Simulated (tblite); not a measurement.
Compound: C7H9 (doublet state).
Structure used (GFN2-xTB), in Å, numbered top down from 1:
```
atom  x, y, z in Å
C1    -0.8158    1.9541    0.7298
C2    -0.6240    0.6447    0.6855
C3    -0.4526   -0.1453   -0.5760
C4    -1.2270   -1.4625   -0.5290
C5     1.0167   -0.4125   -0.7440
C6     2.0516   -0.8299    0.2061
C7     2.2079    0.3549   -0.3635
H8    -0.9291    2.5397   -0.1675
H9    -0.8750    2.4918    1.6611
H10   -0.5017    0.0777    1.5998
H11   -0.7930    0.4517   -1.4292
H12   -1.0722   -2.0228   -1.4477
H13   -2.2910   -1.2703   -0.4107
H14   -0.8873   -2.0694    0.3073
H15    2.4124   -1.5458    0.9056
H16    2.7723    1.2529   -0.4391
```

Computed geometry: GFN2-xTB, gas phase. This method treats the open shell by occupation alone, without spin polarisation.

Masses are those of the commonest isotopes; rigid-rotor values at the optimised geometry. The values belong to one conformer with, in the numbering `[CH2:1]=[CH:2][C@H:3]([CH3:4])[C:5]1[CH:6]=[CH:7]1`, C1–C2–C3–C4 -138°, C2–C3–C5–C6 43°.

Q: Give the principal moments of inertia and the rotational constants in MHz.

A: Ia = 146.43, Ib = 203.09, Ic = 302.49 u·Å²; 505379 MHz·u·Å²/I gives A = 3451, B = 2488, C = 1671 MHz.

Q: Classify the top.

A: An asymmetric top; Ray's κ = -0.082.

Q: Is it planar, by Δ = Ic − Ia − Ib?

A: Not planar: Δ = Ic − Ia − Ib = -47.03 u·Å². For a rigid frame Δ = −2 Σ m c², so Σ m c² = 23.52 u·Å² lies off the ab plane: 10.43 from hydrogen and 13.08 from heavier atoms. The atom farthest from that plane is 1.54 Å away.

Q: Give the other two planar moments, Paa and Pbb, and the rms extents of the mass along the axes.

A: Paa = Σ m a² = (Ib + Ic − Ia)/2 = 179.57 and Pbb = Σ m b² = (Ia + Ic − Ib)/2 = 122.91 u·Å². With the mass M = 93.07 u, the rms extents √(P/M) along a, b and c are 1.39, 1.15, 0.50 Å.

Q: List the rotational levels J(Ka,Kc) to J = 2 (K).

A: Above 0(0,0), as E/k:
J = 1: 1(0,1) 0.200, 1(1,1) 0.246, 1(1,0) 0.285
J = 2: 2(0,2) 0.582, 2(1,2) 0.606, 2(1,1) 0.724, 2(2,1) 0.862, 2(2,0) 0.879

Q: Estimate the classical rotational partition function at 50 K, 100 K and 500 K.

A: Point group C1, symmetry number σ = 1; q = (√π/σ)·√((kT/h)³/(ABC)), k/h = 20836.6 MHz/K: 15700 at 50 K, 44500 at 100 K, 498000 at 500 K.

For this open shell read J as N, the rotation without spin; fine and hyperfine splittings come on top. Its GFN2-xTB frequencies are all real (lowest 46 cm⁻¹). These are rigid-rotor constants of the computed structure; measured ground-state constants (B0) also hold zero-point vibration.
